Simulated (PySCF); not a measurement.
## Ionising TlGe

PBE0; PySCF, scalar-relativistic core potentials, basis sets Tl def2-SVP with ECP60, Ge def2-SVP. Neutral (UKS): quartet (σ ↑, π ↑↑), Re = 2.731 Å, ωe = 157 cm⁻¹, De = 2.14 eV, HOMO -5.20 eV, LUMO -2.46 eV.

TlGe⁺ (UKS): triplet (σ ↑, π ↑), Re = 3.236 Å, ωe = 79.2 cm⁻¹. The energies at the minima are -2248.96888 hartree for TlGe and -2248.71742 for TlGe⁺.

Task: Work out the adiabatic ionisation energy, without and with harmonic zero-point energies (1 hartree = 27.2114 eV, 1 eV = 8065.5 cm⁻¹), and the change of the bond length.

Result: At PBE0: 0.25146 hartree = 6.843 eV between the minima; the zero-point term (79.2 − 157.0)/2 cm⁻¹ = -0.005 eV makes it 6.838 eV. Re changes by +50.5 pm against the neutral. The electron leaves a π orbital, and the ion is left as a loose complex of an ion and an atom.

Spin–orbit coupling is left out, which matters for elements this heavy, above all for dissociation energies. States were picked by a PBE0 search and need not be the measured ground states.
